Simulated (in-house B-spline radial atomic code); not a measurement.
Results of a calculation; reference values are marked as such.
# Stopping and range of 20 keV Ge in Ge

The pair potential comes from two frozen, spherical free-atom densities (PBE, B-spline radial code, scalar-relativistic past argon): electrostatics plus the change in Thomas-Fermi kinetic and Dirac exchange energy where they overlap, the recipe behind the universal ZBL potential, which averages such potentials (from solid-state densities) over many pairs. It is written V = (Z1 Z2 e²/r) φ(r/a), with e² = 14.3996 eV·Å and a = 0.46850 Å/(Z1^0.23 + Z2^0.23); ZBL's fit is φ = 0.18175 e^(−3.1998x) + 0.50986 e^(−0.94229x) + 0.28022 e^(−0.4029x) + 0.02817 e^(−0.20162x). Where φ falls below 4e-4 it is continued as an exponential.

The target is taken as amorphous, with density 5.3234 g/cm³ (NSM archive of the Ioffe Institute); channelling is ignored. Masses: Ge 72.63, Ge 72.63 u. Nuclear stopping is S_n = 4π a Z1 Z2 e² M1/(M1 + M2) × s_n(ε), with s_n integrated over impact parameters for each pair. Electronic stopping is Lindhard and Scharff's S_e = Z1^(1/6) 8π e² a0 Z1 Z2/(Z1^(2/3) + Z2^(2/3))^(3/2) × v/v0, with a0 = 0.529177 Å and v = v0 at 24.801 keV/u; it misses the oscillations with Z1 seen in experiment, which reach tens of per cent. Compounds add by atom fraction.

```tsv
target atom	a (Å)	ε at this energy	s_n, this pair	s_n, ZBL potential
Ge	0.10556	0.07159	0.3073	0.2981
```

(1) What are the atom density and the stopping powers at entry?

Along the track:

```
E (keV)  N S_n (eV/nm)  N S_e (eV/nm)
      1            439           40.2
      3            724           69.5
      6            939           98.3
     10           1110            127
     15           1240            156
     20           1330            180
```

(2) Estimate the path length and the projected range.

Answers

(1) N = 5.3234 × 0.602214/72.63 = 0.04414 atoms/Å³. For Ge: S_n = 9780 × 0.3073 = 3005 eV·Å², S_e = 2.8765 × √20000 = 406.8 eV·Å². Averaged over the target's atoms and times N × 10 Å/nm, the ion loses N S_n = 1330 eV/nm to recoils and N S_e = 180 eV/nm to electrons; the nuclear share is 88 %.

(2) With continuous slowing down the path is the integral of dE/(N (S_n + S_e)). Trapezoids over the table give 17.5 nm, and the stretch below the first row, with stopping taken as √E, adds 2E/(N S) = 4.2 nm: 21.7 nm in all, against 21.2 nm on a fine grid from 5 eV. Deflections shorten the depth: to first order in the energy passed on, N (S_n + S_e) dR_p/dE = 1 − N S_n (M2/M1) R_p/(2E), summed over the target's atoms, and integrating this on the fine grid gives R_p = 11.9 nm, 0.56 of the path. Lindhard's rule of thumb R/(1 + M2/3M1), with mean M2/M1 = 1.00, gives 15.9 nm. On the ZBL potential the same equation gives 12.1 nm, and the full integral equation, which keeps hard collisions, 12.6 nm.
